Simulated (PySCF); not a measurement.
Computed IR spectrum (relative IR intensity) of a molecule C4H9NSi. The structure is a stationary point at PBE-D3(BJ)/def2-SVP. Other conformers were not sampled. Level of theory: PBE-D3(BJ)/def2-SVP (PySCF). Frequencies are harmonic and unscaled.

```json
[
 {"ν (cm⁻¹)": "193", "relative intensity": "7.6"},
 {"ν (cm⁻¹)": "267", "relative intensity": "13"},
 {"ν (cm⁻¹)": "326", "relative intensity": "20"},
 {"ν (cm⁻¹)": "370", "relative intensity": "8.8"},
 {"ν (cm⁻¹)": "421", "relative intensity": "7.5"},
 {"ν (cm⁻¹)": "532", "relative intensity": "7.2"},
 {"ν (cm⁻¹)": "586", "relative intensity": "4.1"},
 {"ν (cm⁻¹)": "651", "relative intensity": "25"},
 {"ν (cm⁻¹)": "701", "relative intensity": "3.6"},
 {"ν (cm⁻¹)": "775", "relative intensity": "43"},
 {"ν (cm⁻¹)": "793", "relative intensity": "7.3"},
 {"ν (cm⁻¹)": "848", "relative intensity": "35"},
 {"ν (cm⁻¹)": "897", "relative intensity": "24"},
 {"ν (cm⁻¹)": "979", "relative intensity": "86"},
 {"ν (cm⁻¹)": "1072", "relative intensity": "3.3"},
 {"ν (cm⁻¹)": "1107", "relative intensity": "3.1"},
 {"ν (cm⁻¹)": "1177", "relative intensity": "34"},
 {"ν (cm⁻¹)": "1286", "relative intensity": "18"},
 {"ν (cm⁻¹)": "1306", "relative intensity": "7.9"},
 {"ν (cm⁻¹)": "1331", "relative intensity": "7.2"},
 {"ν (cm⁻¹)": "1371", "relative intensity": "3.6"},
 {"ν (cm⁻¹)": "2104", "relative intensity": "100"},
 {"ν (cm⁻¹)": "2122", "relative intensity": "94"},
 {"ν (cm⁻¹)": "2876", "relative intensity": "34"},
 {"ν (cm⁻¹)": "2963", "relative intensity": "11"},
 {"ν (cm⁻¹)": "3045", "relative intensity": "7.5"},
 {"ν (cm⁻¹)": "3052", "relative intensity": "10"},
 {"ν (cm⁻¹)": "3069", "relative intensity": "8.8"},
 {"ν (cm⁻¹)": "3142", "relative intensity": "3.4"},
 {"ν (cm⁻¹)": "3576", "relative intensity": "10"}
]
```

### Question
Identify the compound among the candidates.
A) C=CC(=C)[SiH2]N
B) [SiH3]N[C@H]1C=CC1
C) C=C1CNC[SiH2]1
D) C=C1[SiH2]N[C@H]1C

### Answer
D, C=C1[SiH2]N[C@H]1C
